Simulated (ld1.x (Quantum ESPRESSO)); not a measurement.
**Si: one change to a TM potential, before and after**

| Quantity | Value |
| --- | --- |
| Element | Si |
| Generator | ld1.x (Quantum ESPRESSO) 7.5 |
| Type | norm-conserving Troullier–Martins (Kleinman–Bylander form) |
| Functional | PBE |
| Relativity | non-relativistic |
| Frozen core | [Ne] |
| Valence charge | 4 |
| Reference configuration | 3s2 3p2 |
| Partial waves | 3s (bound): rc 1.80 bohr; 3p (bound): rc 2.35 bohr; 3d channel at 0.2 Ry: rc 2.40 bohr |
| Local potential | the d channel |
| Core correction | none |

Change: functional Wu–Cohen.

Cutoffs: the cutoffs (Ry, on a coarse ladder) from which the occupation-weighted sum of valence levels, in a spherical-Bessel basis at the reference potential, stays within 10 and 1 mRy of its value at 400 Ry; they do not see the model core or the augmentation charge, which bear on the density cutoff. Errors are all-electron minus pseudo energies relative to the spin-unpolarised reference configuration.

Q: What does the change do?

A: The potential gets neither clearly harder nor softer (15 Ry and 35 Ry → 15 Ry and 35 Ry); of the 7 tests that both files solve, the error grows in 4 and shrinks in 0 by more than 15 % and 0.3 meV (median size 7.8 → 9.0 meV); neither file shows a bound ghost.

```csv
quantity,base,changed
"cutoff, loose",15 Ry,15 Ry
"cutoff, tight",35 Ry,35 Ry
bound ghosts,none,none
"error for 3s2 3p1, meV [ΔE 7.75 → 7.73 eV]",+0.7,+2.8
"error for 3s2 3p0, meV [ΔE 23.76 → 23.73 eV]",+10,+24
"error for 3s1 3p0, meV [ΔE 57.66 → 57.61 eV]",+92,+97
"error for 3s1 3p2, meV [ΔE 15.12 → 15.09 eV]",+7.8,+9.0
"error for 3s0 3p4, meV [ΔE 13.66 → 13.64 eV]",+12,+11
"error for 3s2 3p1.5, meV [ΔE 2.93 → 2.91 eV]",+0.1,+0.4
"error for 3s2 3p2.3, meV [ΔE -0.93 → -0.92 eV]",0.0,+0.1
s: phases at 2.60 bohr within 0.05 rad from the reference energy up to (Ry; the scan ends near 5),1.6,1.5
p: phases at 2.60 bohr within 0.05 rad from the reference energy up to (Ry; the scan ends near 5),2.7,2.7
d: phases at 2.60 bohr within 0.05 rad from the reference energy up to (Ry; the scan ends near 5),3.1,3.1
```
